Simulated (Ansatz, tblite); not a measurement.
Removing and adding an electron: Zr(OH)2Cl2 (ZrCl₂O₂H₂). Total charge 0; singlet. Geometry: r2SCAN-D4/def2-SVP. Ansatz, gas phase; energy differences of separate SCF runs; the oxidised species was run as a doublet alone; the reduced species was run as a doublet alone.

```xyz
7

Zr    0.3092    0.0225   -0.2759
O    -0.7776   -1.5110    0.0124
H    -1.3766   -2.2283    0.2310
O    -0.2202    1.4384    0.8778
H    -0.5608    2.0872    1.4977
Cl    0.0595    0.7289   -2.5248
Cl    2.5665   -0.5376    0.1817
```

In the def2 sets Zr takes a core potential; there is no spin–orbit coupling. The xTB rows come from tblite. HOMO above LUMO, or a gap near zero within one spin, warns that the state may not be the lowest or that an electron is smeared out.

```csv
level,−HOMO (eV),vertical IE (eV),−LUMO (eV),vertical EA (eV),HOMO–LUMO gap (eV),IE − EA (eV),remarks
GFN1-xTB,12.86,15.13,9.26,6.26,3.60,8.87,–
PBE-D4/def2-TZVP,7.52,10.36,2.14,–,5.38,–,gap within one spin near zero (+1 doublet)
PBE-D4/def2-TZVPD,7.58,–,2.24,-0.06,5.34,–,HOMO above zero (-1 doublet)
r2SCAN-D4/def2-TZVPD,7.93,–,2.06,-0.23,5.88,–,HOMO above zero (-1 doublet)
```

Estimate the rows for GFN2-xTB, r2SCAN-D4/def2-TZVP, PBE0-D4/def2-TZVP, PBE0-D4/def2-TZVPD.


| level | −HOMO (eV) | vertical IE (eV) | −LUMO (eV) | vertical EA (eV) | HOMO–LUMO gap (eV) | IE − EA (eV) | remarks |
| --- | --- | --- | --- | --- | --- | --- | --- |
| GFN2-xTB | 11.68 | 14.30 | 8.13 | 5.27 | 3.55 | 9.04 | – |
| r2SCAN-D4/def2-TZVP | 7.91 | 10.65 | 2.00 | – | 5.91 | – | gap within one spin near zero (+1 doublet) |
| PBE0-D4/def2-TZVP | 8.93 | 10.94 | 1.34 | – | 7.59 | – | – |
| PBE0-D4/def2-TZVPD | 8.97 | – | 1.42 | -0.21 | 7.55 | – | HOMO above zero (-1 doublet) |

   A HOMO above zero means that the electron is unbound at that level or that self-interaction error raises the level; the energy of removing that electron tells which. Raw xTB energy differences between charge states are shifted by several eV; the methods need an empirical correction for them. A negative affinity means that the extra electron isn't bound; its size then hangs on the basis.
